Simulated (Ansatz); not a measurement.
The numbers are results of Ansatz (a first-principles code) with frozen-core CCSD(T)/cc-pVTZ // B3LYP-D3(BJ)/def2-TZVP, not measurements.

Ansatz 0.2 input:
```yaml
crystal:
  periodic: [false, false, false]
  atoms:
    - { symbol: C, position_ang: [-0.685499, 0.038032, -0.004285] }
    - { symbol: Ga, position_ang: [1.20754, 0.782703, -0.148301] }
    - { symbol: F, position_ang: [2.438216, -0.4994, 0.077804] }
    - { symbol: H, position_ang: [-0.779716, -0.363098, 1.004978] }
    - { symbol: H, position_ang: [-1.428575, 0.807553, -0.192603] }
    - { symbol: H, position_ang: [-0.751965, -0.76579, -0.737591] }
basis:
  gaussian: { orbitals: cc-pVTZ }
correlation:
  method: ccsd_t
magnetization:
  spin_polarized: true
  initial_magnetization: 1
```

Output:

```
Functional definition: HF
866 factors; integrals over basis functions are off by at most 9.8e-4 eV
mean field evaluation 1: about -56117.6060 eV, gradient 2.8e1 eV
mean field evaluation 2: about -56117.6115 eV, gradient 2.8e1 eV
mean field evaluation 4: about -56121.0572 eV, gradient 2.7e0 eV
mean field evaluation 8: about -56121.1775 eV, gradient 2.3e-1 eV
mean field evaluation 16: about -56121.1449 eV, gradient 1.2e0 eV
mean field evaluation 32: about -56118.2897 eV, gradient 2.2e-2 eV
mean field -56121.17933481 eV, -2062.4153002526 hartree, gradient 5.9e-6 eV, S^2 0.767900; 1 other end points of the search recorded, 0 dependent functions left out
determinant -56121.17933481 eV, -2062.4153002526 hartree, with singles and doubles -56137.12931670 eV, -2063.0014512757 hartree
determinant -56118.28963601 eV, -2062.3091057803 hartree, with singles and doubles -56134.13598103 eV, -2062.8914482188 hartree
11 core orbitals not correlated
reference -56121.17933481 eV, -2062.4153002526 hartree; 14, 13 occupied and 120, 121 virtual orbitals, 866 factors
second order -15.45543424 eV of doubles, -0.00000000 eV of singles
cycle   1  -15.84746480 eV  change    -1.5e0 eV  update   2.7e-2
cycle   2  -15.89008907 eV  change   -4.3e-2 eV  update   6.8e-3
cycle   3  -15.89058855 eV  change   -5.0e-4 eV  update   3.7e-3
cycle   4  -15.89158589 eV  change   -1.0e-3 eV  update   1.3e-3
cycle   5  -15.89185758 eV  change   -2.7e-4 eV  update   7.0e-4
cycle   6  -15.89216444 eV  change   -3.1e-4 eV  update   3.2e-4
cycle   7  -15.89225511 eV  change   -9.1e-5 eV  update   1.4e-4
cycle   8  -15.89230092 eV  change   -4.6e-5 eV  update   6.2e-5
cycle   9  -15.89227662 eV  change    2.4e-5 eV  update   2.5e-5
perturbative correction -0.62437462 eV, -0.0229453442 hartree
Total energy: -56137.69598605 eV, -2063.0222759904 hartree
```

Cost: very roughly 2.6 core-minutes.
